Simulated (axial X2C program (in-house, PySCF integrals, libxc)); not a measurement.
# Ionising PbSi

All values come from calculations with an in-house all-electron X2C program for linear molecules (integrals from PySCF), spin-free (one-electron X2C) or two-component (2c: spin–orbit coupling with atomic mean-field Coulomb and Gaunt terms, which also bring small scalar terms), in Dyall basis sets with cores contracted in-house; open shells are unrestricted.

Basis sets: Pb dyall-cv3z, Si dyall-v3z.

```tsv
Hamiltonian	level	PbSi state	Re (Å)	ωe (cm⁻¹)	De (eV)
spin-free	HF	M_S = 1, Λ = 0	2.540	357.4	0.94
spin-free	PBE0	M_S = 1, Λ = 0	2.574	325.2	2.59
```

Adiabatic ionisation energy (minimum to minimum, no zero-point term) and constants of PbSi⁺:

| Hamiltonian | level | PbSi⁺ state | IE (eV) | Re (Å) | ωe (cm⁻¹) | De (eV) | fragments |
| --- | --- | --- | --- | --- | --- | --- | --- |
| spin-free | HF | M_S = 3/2, Λ = 0 | 6.18 | 2.599 | 306.5 | 1.34 | Pb+ + Si |
| spin-free | PBE0 | M_S = 3/2, Λ = 0 | 7.06 | 2.605 | 288.3 | 2.55 | Pb+ + Si |

Task: Add the zero-point terms to the ionisation energy at PBE0, spin-free, and say whether the electron removed was bonding.

Result: IE0 = IE + (ωe⁺ − ωe)/2 = 7.06 + (-0.002) = 7.06 eV. Re changes by 0.031 Å, so the bond lengthens, as on loss of a bonding electron.

Task: Close the cycle De(PbSi⁺) + IE(PbSi) = De(PbSi) + IE(Pb) to find the atomic ionisation energy at PBE0, spin-free.

Result: IE(Pb) = 2.55 + 7.06 − 2.59 = 7.02 eV, for the determinants used.

Each entry is the lowest single determinant of a limited PBE0 search at one distance. De goes to single-determinant-based atoms at the same level (for ions the charge split of lowest energy) and is withheld (n/a) where an atom does not fit its ground term or J level. Main or longest-lived isotopes. One determinant is a doubtful description, or other states lie close, for PbSi, PbSi⁺; these need not be ground states, and all values refer to the states named.
